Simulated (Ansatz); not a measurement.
The cluster Na6Au⁺, relaxed as a singlet with RKS PBE-D4/def2-SVP in Ansatz, starting from the GFN2-xTB geometry. Force threshold 0.02 eV/Å.

In the def2 sets Au takes a core potential; there is no spin–orbit coupling. The restricted singlet is unstable towards broken spin symmetry in Hartree–Fock (as tested in another run); at PBE-D4/def2-SVP this wasn't settled. The relaxation made no stability test and no search for a lower SCF solution. No other spin state of charge 1 was run. Another isomer (singlet) lies 0.05 eV lower at PBE0-D4/def2-TZVP; other spin states weren't run for this one.

Start:

```xyz
7

Au    1.5308    0.4846    1.6597
Na   -1.0163    0.1865    3.1093
Na    3.7749    0.4253   -0.0606
Na   -1.6662   -0.3889   -0.5335
Na   -3.7565   -0.4078    1.7559
Na    1.6022    0.8188   -2.4085
Na   -0.4689   -1.1185   -3.5223
```

(1) Estimate the energy that the relaxation releases and the steps that it takes.

(2) Does the start keep its bonding?

(3) Predict the relaxed structure.

## Answers

(1) 24.8 kcal/mol, in 36 steps; 1.9 min on 4 threads of Arm Neoverse N1 on a shared host. No frequencies were taken in this run, so the end may be a saddle point.

(2) Bonds formed: Au1–Na4, Au1–Na6, Na2–Na6, Na3–Na4, Na3–Na7, Na5–Na6 (atoms count from 1). Metal–metal contacts that move far: Na4–Na6 3.96 to 3.24 Å.

(3) 
| atom | x (Å) | y (Å) | z (Å) |
| --- | --- | --- | --- |
| Au1 | 1.566 | 0.557 | 1.272 |
| Na2 | -0.795 | 1.024 | 2.918 |
| Na3 | 2.973 | -0.456 | -1.069 |
| Na4 | -0.279 | -1.507 | 0.314 |
| Na5 | -3.447 | 0.159 | 0.647 |
| Na6 | -0.258 | 1.525 | -0.830 |
| Na7 | 0.241 | -1.301 | -3.252 |
Bond lengths (bridged metal pairs left out): 11 × Na–Na 3.24 to 3.82 Å; 4 × Au–Na 2.91 to 2.95 Å.
